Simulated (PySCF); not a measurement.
Mo(O)2(NH2)(Me) (CH5MoNO2), SMILES [CH3][Mo]([NH2])(=[O])=[O], multiplicity 1.

Geometry: B3LYP-D3(BJ)/def2-SVP. The spin state was assumed, not searched. The structure was generated by enumeration; whether it is a known compound was not checked. The def2 effective core potentials stand for the cores of Mo; spin–orbit coupling is left out. The values are those of a single conformer.

These are TDDFT-PBE/def2-SVPD run with PySCF values and carry that method's errors.

Vertical excitations.  State labels are in the subgroup Cs.

Task: Give excitation energies, oscillator strengths and character. (The exact figures need the calculation; the answer reports its results.)

Result: 
```csv
state,symmetry,energy (eV),λ (nm),f,main pairs
S1,A",4.38,283,0.003,HOMO−1→LUMO 90 %
S2,A',4.42,281,0.001,"HOMO−2→LUMO 61 %, HOMO→LUMO 31 %"
S3,A",4.51,275,0.000,HOMO→LUMO+1 87 %
S4,A',4.62,269,0.000,HOMO−1→LUMO+1 92 %
S5,A",4.87,254,0.004,HOMO−2→LUMO+1 82 %
S6,A',5.00,248,0.070,"HOMO→LUMO 55 %, HOMO−2→LUMO 30 %"
S7,A',5.59,222,0.006,HOMO−3→LUMO 93 %
S8,A",5.93,209,0.001,"HOMO−3→LUMO+1 55 %, HOMO−5→LUMO 24 %, HOMO−4→LUMO+1 11 %"
S9,A",6.01,206,0.002,HOMO−1→LUMO+2 87 %
S10,A',6.14,202,0.004,"HOMO→LUMO+2 46 %, HOMO−4→LUMO 37 %, HOMO−2→LUMO+2 9 %"
T1,A',3.85,322,0,HOMO→LUMO 90 %
T2,A",4.03,308,0,HOMO−1→LUMO 93 %
T3,A',4.11,301,0,"HOMO−2→LUMO 69 %, HOMO−1→LUMO+1 24 %"
T4,A',4.23,293,0,"HOMO−1→LUMO+1 75 %, HOMO−2→LUMO 21 %"
```
Triplets are in the Tamm–Dancoff approximation, which puts them higher than full response would, so one can lie above its singlet here.
